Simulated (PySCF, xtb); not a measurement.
Ga(Br)(OH)2 (BrGaH2O2), SMILES [OH][Ga]([OH])[Br].

GFN2-xTB (xtb) at its own geometry gives an orbital gap of 4.05 eV and a dipole moment of 4.20 D.

Geometry optimised at PBE0-D3(BJ)/def2-SVP. The structure was generated by enumeration; whether it is a known compound was not checked. Other conformers were not sampled.

Task: What does HF/def2-TZVP in PySCF give? (Estimate from the structure and the level; the computed values follow.)

Result: gap 13.76 eV (levels -11.77 and 1.99 eV), dipole 1.60 D.
